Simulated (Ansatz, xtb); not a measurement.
## F2H2SiSn: which of two structures lies lower

Structure X: a singlet given by its coordinates. Structure Y: `F[SiH2][Sn][F]`, a singlet. Both are isolated molecules in the gas phase, relaxed with PBE0-D3(BJ)/def2-SVP; the shapes shown needn't be the lowest conformers.

X (Å):

```xyz
6

F    -3.7196   -0.5563    2.0490
F    -3.4967   -0.4124   -0.4859
Si   -2.7504    0.0133    0.8867
Sn   -0.6833    1.3993    1.0819
H    -1.1905    1.2216    2.7801
H    -2.8808    1.6357    0.9360
```

Close contacts (Å): F1–Si3 1.62, F2–Si3 1.62, Si3–Sn4 2.50, Si3–H6 1.63, Sn4–H5 1.78, Sn4–H6 2.22.

Y (Å):

```yaml
atoms:
  - { symbol: F, position_ang: [-2.5999, 1.0585, 2.3236] }
  - { symbol: F, position_ang: [0.9689, -1.7256, 1.1469] }
  - { symbol: Si, position_ang: [-1.0826, 0.4507, 2.1836] }
  - { symbol: Sn, position_ang: [-0.9656, -1.8244, 0.7787] }
  - { symbol: H, position_ang: [-0.2342, 1.5063, 1.5412] }
  - { symbol: H, position_ang: [-0.5555, 0.2368, 3.5703] }
```

Energies in hartree; the thermal terms are from PBE0-D3(BJ)/def2-SVP harmonic frequencies (ideal gas, rigid rotor, one conformer each, 298.15 K, 1 atm) and include the zero-point energy:

|  | X | Y |
| --- | --- | --- |
| E, CCSD(T)/def2-TZVP | −703.479093 | −703.471874 |
| zero-point energy | 0.019259 | 0.021081 |
| H(298 K) − E | 0.026168 | 0.028376 |
| G(298 K) − E | −0.012482 | −0.011895 |

Q: Work out ΔE, ΔE₀, ΔH and ΔG for X → Y in kJ/mol (1 Eh = 2625.50 kJ/mol) and the equilibrium ratio [Y]/[X].

A: 1. ΔE = −703.471874 − (−703.479093) = +0.007219 Eh = +18.95 kJ/mol.
2. ΔE₀ = ΔE + ΔZPE = +0.007219 + (+0.001822) Eh = +23.74 kJ/mol.
3. ΔH = ΔE + (+0.002208) Eh = +24.75 kJ/mol.
4. ΔG = ΔE + (+0.000587) Eh = +20.49 kJ/mol, so ΔS = (ΔH − ΔG)/T = +14.3 J/(mol K).
5. kT = 0.9442 mEh, so K = [Y]/[X] = exp(−ΔG/kT) = exp(−8.27) ≈ 2.6 × 10^−4.

Structure X is favoured at this temperature. An error of 4 kJ/mol in ΔG would change K by a factor of 5. HF/def2-TZVP gave ΔE the other sign. Mirror images and further conformers aren't counted.

Other levels gave ΔE = +17.0 (PBE0-D3(BJ)/def2-SVP); −7.9 (HF/def2-TZVP); +19.5 (MP2/def2-TZVP) kJ/mol. The correlated steps freeze 11 core orbitals; the filled d shell of Sn is correlated, in a basis made for valence electrons. Atoms past krypton carry core potentials in the def2 sets, without spin–orbit terms. Programs: Ansatz 0.2.0.
